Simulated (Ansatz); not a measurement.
One change: `NB(O)[SiH2]F` becomes `OB(O)[SiH2]F`.

Ansatz, PBE0-D4/def2-TZVP geometries, multiplicity 1. Each molecule was computed in one conformer, which needn't be the lowest.

```
                                        property  `NB(O)[SiH2]F`
               LUMO energy (PBE/def2-TZVPP) / eV           -1.03
             HOMO–LUMO gap (PBE/def2-TZVPP) / eV            5.63
size of the dipole moment (B3LYP/def2-TZVPP) / D            2.08
              HOMO energy (PBE0/def2-TZVPP) / eV           -8.03
           HOMO energy (ωB97M-V/def2-TZVPP) / eV          -10.22
             HOMO energy (B3LYP/def2-TZVPP) / eV           -7.84
```

(1) Give the same properties after the change, and the shifts. (Estimate.)

Answers

(1) Ansatz gave: 
| property | `OB(O)[SiH2]F` | shift |
| --- | --- | --- |
| LUMO energy (PBE/def2-TZVPP) / eV | -1.65 | -0.62 |
| HOMO–LUMO gap (PBE/def2-TZVPP) / eV | 5.33 | -0.30 |
| size of the dipole moment (B3LYP/def2-TZVPP) / D | 2.66 | 0.58 |
| HOMO energy (PBE0/def2-TZVPP) / eV | -8.35 | -0.32 |
| HOMO energy (ωB97M-V/def2-TZVPP) / eV | -10.54 | -0.32 |
| HOMO energy (B3LYP/def2-TZVPP) / eV | -8.16 | -0.32 |

With PBE0 the HOMO falls by 0.32 eV and the LUMO falls by 0.58 eV, so the gap narrows by about 0.26 eV. PBE moves the HOMO by -0.31 eV and ωB97M-V by -0.32 eV. Dipoles are sizes alone; their direction can turn.

B3LYP here is the variant with VWN-RPA as its local correlation; programs differ in this.
